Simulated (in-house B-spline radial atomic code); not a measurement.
Ga²⁺. Computed with a B-spline radial atomic code. Model: non-relativistic spherical atom: semilocal Troullier-Martins pseudo-atom, one channel per l, against all electrons, high spin, G0W0 and RPA with empty states to l = 8, local potential for every l without a channel, a model core (radius 0 = none) keeps its share of the functional.

What the tables leave out is listed at the end.

The pseudopotential gives back the lowest level of each angular momentum of its own functional in the configuration it was made in; a second state of the same l is only approximately right. Exact exchange, RPA and GW see the smooth pseudo-orbitals and miss the exchange with the core, for which the functional's share stands in. The column with an uncorrelated core keeps all orbitals and exact exchange, and so separates missing core correlation from pseudisation. Only the three outermost levels and the lowest empty one were computed. RPA here is direct RPA, with no exchange kernel, and its energies carry an (l + 1/2)⁻⁴ tail. A hybrid on a potential with a model core restores only its own semilocal share of the core's exchange.

Command:
```bash
python run_psgw.py task.json out
```
Settings (lengths in bohr, energies in hartree):
```
Z                      31
electrons              29
configuration          [Ar] 3d10 4s1
generated_in           [Ar] 3d10 4s1
functional             pbe,pbe
core_shells            5
radius_factor          1
core_correction        True
ion_configuration      [Ar] 3d10
```

Cost of the run: 50 s on 1 thread of Arm Neoverse N1, with other jobs on the host.

Given: made with PBE; model core radius 0.33 bohr; local radius 1.677 bohr; mean-field start PBE.

Valence shells of the generating configuration: 3d, 4s.

Channel: s 1.803, p 2.135, d 1.596 (radii in bohr).

Computed: largest level miss in the spin-unpolarised generating configuration 0 eV; valence RPA correlation energy all-electron orbitals -0.69748 hartree; valence RPA correlation energy pseudo -0.9107 hartree; all-electron RPA polarisability, core included 7.6116 bohr³; pseudo-atom RPA polarisability 7.6524 bohr³; ionisation by mean-field all-electron 31.089 eV; ionisation by mean-field pseudo minus all 0.012 eV.

```
          level  occupied  mean-field all-electron (eV)  mean-field pseudo minus all (eV)  G0W0 all-electron (eV)  G0W0 uncorrelated core minus all (eV)  G0W0 pseudo minus all (eV)  exchange self-energy all-electron (eV)  exchange self-energy pseudo (eV)
          4s up         1                       -26.247                             0.004                  -31.13                                 -0.049                      -0.533                                 -15.619                           -13.959
        3d down         1                       -39.684                            -0.007                 -49.445                                 -0.282                       5.622                                 -57.866                           -36.089
4s down (empty)         0                       -24.843                            -0.009                 -20.463                                  -0.04                      -0.659                                 -3.9438                           -2.3325
```

Question: What is the ionisation by RPA all-electron?

Answer: 30.88 eV.

Question: What is the ionisation by RPA pseudo minus all?

Answer: 1.209 eV.

Given: mean-field start PBE0.

Computed: valence RPA correlation energy all-electron orbitals -0.66356 hartree; valence RPA correlation energy pseudo -0.8873 hartree; pseudo-atom RPA polarisability 6.8143 bohr³; ionisation by mean-field pseudo minus all 0.29 eV; ionisation by RPA all-electron 30.758 eV; ionisation by RPA pseudo minus all 1.221 eV.

```tsv
level	occupied	mean-field all-electron (eV)	mean-field pseudo minus all (eV)	G0W0 all-electron (eV)	G0W0 uncorrelated core minus all (eV)	G0W0 pseudo minus all (eV)	exchange self-energy all-electron (eV)	exchange self-energy pseudo (eV)
4s up	1	-27.152	-0.257	-30.964	-0.042	-0.751	-15.39	-14.01
3d down	?	?	?	?	?	?	?	?
3d up	1	-43.304	2.258	-50.043	-0.308	6.195	-57.902	-35.944
4s down (empty)	0	-23.229	-0.277	-20.248	-0.032	-0.787	-3.6336	-2.2714
```

Question: What belongs in the row 3d down?

Answer: occupied: 1; mean-field all-electron (eV): -43.1; mean-field pseudo minus all (eV): 2.318; G0W0 all-electron (eV): -49.874; G0W0 uncorrelated core minus all (eV): -0.33; G0W0 pseudo minus all (eV): 6.224; exchange self-energy all-electron (eV): -58.068; exchange self-energy pseudo (eV): -35.736.

Question: What is the ionisation by mean-field all-electron?

Answer: 30.698 eV.

Question: What is the all-electron RPA polarisability, core included?

Answer: 6.7671 bohr³.

Among the listed levels the largest G0W0 shift of the pseudo-atom is +6.22 eV, for 3d down on the PBE0 start, while leaving the core uncorrelated moves that level by -0.33 eV. So pseudisation and the lost core exchange, not the missing core correlation, make the error. Not in the tables (levels of low weight, unsolved or above zero; the highest and the empty levels are kept at any weight): on PBE the G0W0 levels 3d up (pseudo minus all +5.55 eV, weights 0.73 and 0.82); no Hartree-Fock pseudo-atom is run with a model core.
